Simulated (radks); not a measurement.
Species: Sb. Configuration: [Kr] 4d10 5s2 5p2.5 6s0.5 (fractional occupations, a model configuration).

Calculated with a radial shooting solver on a logarithmic mesh with Libxc functionals: Dirac Kohn-Sham, BLYP, spin-unpolarised, spherical densities, point nucleus; open shells fill j = l - 1/2 first.

Energy parts (eV):
total: -176440.957
kinetic: 186204.015
electron-nucleus: -428353.214
Hartree: 70366.296
exchange-correlation: -4658.054

Orbitals (lengths in bohr, moments of r in powers of bohr; <r^-3> diverges for s and p1/2; r(90%) holds 90 % of the orbital's charge):
| orbital | occ. | eigenvalue (eV) | <r^-3> | r(90%) | small-component weight |
|---|---|---|---|---|---|
| 1s1/2 | 2 | -30291.33 | - | 0.0511 | 3.52e-02 |
| 2s1/2 | 2 | -4609.387 | - | 0.189 | 7.47e-03 |
| 2p1/2 | 2 | -4312.663 | - | 0.169 | 7.49e-03 |
| 2p3/2 | 4 | -4060.723 | 4598 | 0.177 | 7.14e-03 |
| 3s1/2 | 2 | -904.7296 | - | 0.486 | 2.18e-03 |
| 3p1/2 | 2 | -783.4516 | - | 0.483 | 2.12e-03 |
| 3p3/2 | 4 | -736.9760 | 865.3 | 0.499 | 2.02e-03 |
| 3d3/2 | 4 | -522.7315 | 136.8 | 0.478 | 1.91e-03 |
| 3d5/2 | 6 | -513.0712 | 127.3 | 0.483 | 1.88e-03 |
| 4s1/2 | 2 | -150.1690 | - | 1.14 | 6.00e-04 |
| 4p1/2 | 2 | -109.1524 | - | 1.22 | 5.38e-04 |
| 4p3/2 | 4 | -100.5314 | 160.5 | 1.27 | 5.08e-04 |
| 4d3/2 | 4 | -35.7457 | 18.09 | 1.58 | 3.63e-04 |
| 4d5/2 | 6 | -34.4999 | 16.64 | 1.60 | 3.55e-04 |
| 5s1/2 | 2 | -14.3068 | - | 3.24 | 8.81e-05 |
| 5p1/2 | 2 | -6.5213 | - | 4.18 | 5.55e-05 |
| 5p3/2 | 0.5 | -5.8653 | 12.02 | 4.39 | 5.05e-05 |
| 6s1/2 | 0.5 | -1.1942 | - | 11.2 | 7.68e-06 |

The highest occupied level is 6s1/2 at -1.194 eV. The density falls to 0.001 e/bohr^3 at r = 4.64 bohr.
